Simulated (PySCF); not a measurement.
## Broadened absorption spectrum of C4H11FSi2

Compound: C₄H₁₁FSi₂.
SMILES: `CC[Si@@H]1C[SiH2][C@H]1F`

Method used: TDDFT B3LYP/def2-SVPD, vertical, gas phase, core orbitals frozen in the response (PySCF). The structure is a single GFN2-xTB conformer in the gas phase; no vibrational or solvent corrections. Torsions of this conformer, `[CH3:1][CH2:2][Si@@H:3]1[CH2:4][SiH2:5][C@H:6]1[F:7]`: C1–C2–Si3–C4 47°.

Computed states:

```csv
state,E (eV),f
S1,5.61,0.0080
S2,6.02,0.013
S3,6.42,0.0033
S4,6.57,0.0055
S5,6.59,0.029
S6,6.85,0.0079
S7,6.93,0.0086
S8,7.00,0.124
```

Broadening: Gaussians 0.3 eV wide at half height, area fixed by f = 4.319×10⁻⁹ ∫ε dν̃. The width is an assumption, not a result. The curve ends short of the highest state used, and states not computed would add to its high-energy end.

(1) What does the envelope look like, and where are its maxima?

(2) Coming from long wavelengths, where does ε first pass 100 L mol⁻¹ cm⁻¹?

(3) On this curve, what absorbance would a 10⁻⁵ mol/L sample give at 222 nm over a 1 cm path?

## Answers

(1) 
```
E (eV)  ε (L mol⁻¹ cm⁻¹)
  5.16                 1
  5.19                 3
  5.22                 6
  5.25                12
  5.28                23
  5.31                42
  5.34                72
  5.36                99
  5.39               154
  5.42               226
  5.45               315
  5.48               414
  5.51               516
  5.54               608
  5.57               679
  5.59               709
  5.62               725
  5.65               706
  5.68               661
  5.71               603
  5.74               549
  5.77               518
  5.79               517
  5.82               550
  5.85               627
  5.88               740
  5.91               872
  5.94              1001
  5.97              1104
  6.00              1161
  6.02              1166
  6.05              1125
  6.08              1031
  6.11               900
  6.14               753
  6.17               615
  6.20               505
  6.22               457
  6.25               431
  6.28               469
  6.31               578
  6.34               764
  6.37              1027
  6.40              1363
```

Maxima: 221 nm (5.62 eV), ε about 720, made up of S1 (99%); 206 nm (6.01 eV), ε about 1200, made up of S2 (99%) (ε in L mol⁻¹ cm⁻¹; maxima over ε = 5, shares over 10%). At its high-energy end, 6.40 eV, the curve is still rising (ε about 1400, from S3, S4 and S5).

(2) At about 231 nm (5.36 eV), 0.25 eV below S1.

(3) 222 nm is 5.585 eV, where ε is about 700 L mol⁻¹ cm⁻¹, so A = ε c l ≈ 0.007 (Beer–Lambert, with the gas-phase spectrum and the assumed width).
